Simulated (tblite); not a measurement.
Q: Give a GFN2-xTB geometry of `C=C(C/C=C\Cl)C([NH])=O` [radical]. (Doublet state.)

A: 
```
atom  x, y, z in Å
C1     1.0990    1.5372   -0.0922
C2     0.7785    0.2666    0.0866
C3    -0.3949   -0.2309    0.8948
C4    -1.5088   -0.6047   -0.0253
C5    -2.6338    0.0770   -0.1921
Cl6   -3.0103    1.5158    0.6687
C7     1.6012   -0.7905   -0.5526
N8     2.5768   -0.4180   -1.3303
O9     1.4167   -2.0107   -0.3901
H10    0.5447    2.3486    0.3472
H11    1.9541    1.7847   -0.7028
H12   -0.0726   -1.1253    1.4351
H13   -0.7176    0.5401    1.5938
H14   -1.3544   -1.4940   -0.6197
H15   -3.4114   -0.2228   -0.8769
H16    3.1253   -1.1641   -1.7422
```

Orientation and origin are arbitrary. Atoms count from 1 in this order. C7 (carbon bonded to C, N and O) is planar (angles 124.0°, 118.0° and 118.0°, sum 360.0°, 0.00 Å off the plane of its three neighbours). Of the pairs four or more bonds apart, N8···H11 is among the closest relative to their van der Waals radii: 2.37 Å, 86 % of the sum of Bondi's values. C4 (carbon bonded to 2 C and H) is planar (angles 125.6°, 118.4° and 116.0°, sum 360.0°, 0.01 Å off the plane of its three neighbours). C5 (carbon bonded to C, Cl and H) is planar (angles 123.6°, 123.3° and 113.1°, sum 360.0°, 0.00 Å off the plane of its three neighbours).

Bonds between heavy atoms (Å): C1=C2 1.323, C2–C3 1.509, C3–C4 1.492, C4=C5 1.326, C5–Cl6 1.718, C2–C7 1.484, C7–N8 1.302, C7=O9 1.245.

Structure optimised with GFN2-xTB, isolated species. This method treats the open shell by occupation alone, without spin polarisation.

Point group: C1 (no symmetry element, even within 0.4 Å). Its lowest GFN2-xTB frequency is 7 cm⁻¹, too small to tell a flat minimum from a shallow saddle. Torsions: C1–C2–C3–C4 101°, C2–C3–C4–C5 -107°, C1–C2–C7–N8 -4°, C2–C7–N8–H 179°.

One conformer stands for the species.

The numbers are calculated, not measured.
